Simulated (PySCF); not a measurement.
BH5Si, SMILES B[SiH3]. Geometry optimised at B3LYP-D3(BJ)/def2-TZVP.

These are B3LYP-D3(BJ)/def2-TZVP (PySCF 2.14.0) values and carry that method's errors.

Harmonic wavenumbers (cm⁻¹): 82, 403, 445, 635, 755, 895, 929, 934, 974, 1186, 2177, 2214, 2217, 2589, 2670. Rotational constants (GHz): 63.95, 10.84, 10.37; symmetry number 1.

Problem. Work out the zero-point energy and the ideal-gas rigid-rotor harmonic-oscillator thermochemistry at 298.15 K and 1 atm.

Solution. ZPE = ½ Σ hcν = ½ × 19106 cm⁻¹ = 114.28 kJ/mol. H − E(el) = 128.89 kJ/mol. Entropy in J/(mol K): translation 155.92, rotation 89.25, vibration 28.38, total 273.55. G − E(el) = 47.33 kJ/mol. Cp = 69.01 J/(mol K). Modes under 150 cm⁻¹ make the vibrational entropy uncertain.
